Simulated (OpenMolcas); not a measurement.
## N+, P+, As+, Sb+, Bi+: ns² np² down the group

```yaml
Program: OpenMolcas 26.06
Method: CASSCF
Basis: ANO-RCC-VTZP
Scalar_Hamiltonian: DKH2, point nucleus
Spin-orbit_coupling: RASSI with atomic mean-field integrals over the reference wave functions, term energies averaged over their components
```

Active space for each ion: 4 electrons in 8 orbitals (s p s p).

Computed levels in cm-1 above ³P₀:

```
                               Level     N+     P+    As+    Sb+    Bi+
                                 ³P₁   45.5    139    890   2525  10804
                                 ³P₂    135    400   2219   5082  15492
                                 ¹D₂  17611  12925  13795  14002  30048
                                 ¹S₀  29324  21655  23010  22644  39920
weight of ³P in the lowest level (%)    100    100     99     96     85
```

Mixed levels, with the weight of the term that names them: Bi+ ³P₂ (64 %), Bi+ ¹D₂ (64 %).

Measured, with the error of the calculation in %. Measured levels: N+, P+, As+, Sb+ from NIST Handbook of Basic Atomic Spectroscopic Data.

| Level | N+ | P+ | As+ | Sb+ |
| --- | --- | --- | --- | --- |
| ³P₁ | 48.7 (-6.4) | 165 (-16.0) | 1063 (-16.4) | 3055 (-17.3) |
| ³P₂ | 131 (+3.4) | 469 (-14.8) | 2541 (-12.7) | 5658 (-10.2) |
| ¹D₂ | 15316 (+15.0) | 8882 (+45.5) | 10096 (+36.6) | 12790 (+9.5) |
| ¹S₀ | 32689 (-10.3) | 21576 (+0.4) | 22599 (+1.8) | 23906 (-5.3) |

The fine-structure level ³P₂ changes by a factor of 115 from N+ to Bi+.

Without spin-orbit coupling ¹D lies 17521, 12652, 12106, 9312, 9099 cm-1 above ³P in that order; the difference to the level ¹D₂, of either sign, comes from spin-orbit coupling, which also lowers the zero.

Without dynamic correlation excited terms often stand tens of per cent too high (terms of higher spin than the ground term too low), and those without a measured partner can miss by more than the paired ones (holds for N+; P+; As+). The run also gave levels led by 2s² 2p 3s, which use shells meant for correlation; these and all levels above them are left out (holds for N+). The run also gave levels led by 3s² 3p 4p, 3s² 3p 4s, which use shells meant for correlation; these and all levels above them are left out (holds for P+). The run also gave levels led by 4s² 4p 5p, 4s² 4p 5s, which use shells meant for correlation; these and all levels above them are left out (holds for As+). The run also gave levels led by 5s² 5p 6s, which use shells meant for correlation; these and all levels above them are left out (holds for Sb+). The run also gave levels led by 6s² 6p 7s, which use shells meant for correlation; these and all levels above them are left out (holds for Bi+). Measured partners are found by configuration, term and J. A level has none where our copy of the source lacks it or the pairing is in doubt (some pairs that miss far off the trend of their configuration count as doubtful), and it then counts in no deviation. Only configurations of the active space appear.
